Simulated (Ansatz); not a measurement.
Reaction (SMILES): F[SiH]C[SiH3] -> F[SiH-]C[SiH3] (an electron is taken up)
Structures are relaxed separately at B3LYP-D3(BJ)/def2-TZVP in Ansatz (a quantum-chemistry and plane-wave program), one conformer each, not searched for the lowest. Frequencies are from Ansatz.

Quantity: adiabatic electron affinity (0 K, with B3LYP-D3(BJ) harmonic zero-point energies), positive where the reaction releases energy, in eV. Correlated levels leave the core frozen unless marked. Open shells are spin-unrestricted. Spin-orbit coupling is left out. No relativistic terms. Anions need diffuse functions: aug- sets have them; def2-D sets add few. CBS marks a two-point X^-3 extrapolation of the correlation energy; Hartree-Fock from the larger set.

```csv
level,program,adiabatic electron affinity (eV)
HSE06-D3(BJ)/def2-TZVPD,Ansatz + dftd3,1.40
B2GP-PLYP/def2-TZVPD,Ansatz,1.39
CCSD/aug-cc-pV(T+d)Z,Ansatz,?
"CCSD(T)/CBS(aug-cc-pV(T+d)Z,aug-cc-pV(Q+d)Z)",Ansatz,?
```

### Question
What belongs in the gaps?

### Answer

- CCSD/aug-cc-pV(T+d)Z, adiabatic electron affinity (eV): 1.44
- CCSD(T)/CBS(aug-cc-pV(T+d)Z,aug-cc-pV(Q+d)Z), adiabatic electron affinity (eV): 1.55
